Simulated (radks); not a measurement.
Q: These are the eigenvalues of the occupied orbitals of an atom or ion with whole-number occupations (eV). All-electron calculation, scalar-relativistic Kohn-Sham, BLYP, spin-unpolarised, spherical densities, point nucleus. Program: a radial shooting solver on a logarithmic mesh with Libxc functionals.

| orbital | eigenvalue |
|---|---|
| 1s | -71691.70 |
| 2s | -12443.63 |
| 2p | -10860.68 |
| 3s | -2893.435 |
| 3p | -2426.799 |
| 3d | -1898.076 |
| 4s | -616.6895 |
| 4p | -463.6551 |
| 4d | -271.7714 |
| 5s | -101.8188 |
| 5p | -63.5520 |
| 4f | -58.8056 |
| 5d | -21.3583 |

Which element is it, and in what charge state? The configuration may be excited.

A: Z = 75, rhenium, charge +2: Re2+ in [Xe] 4f14 5d5. The list shows which subshells hold electrons but not how many an open one holds; the 1s level, -2634.6 hartree, gives Z - s = 72.6 by -(Z - s)^2/2, which with screening and relativity narrows Z to a few neighbours, and the depths of the outer levels then fix element, charge and occupations together.
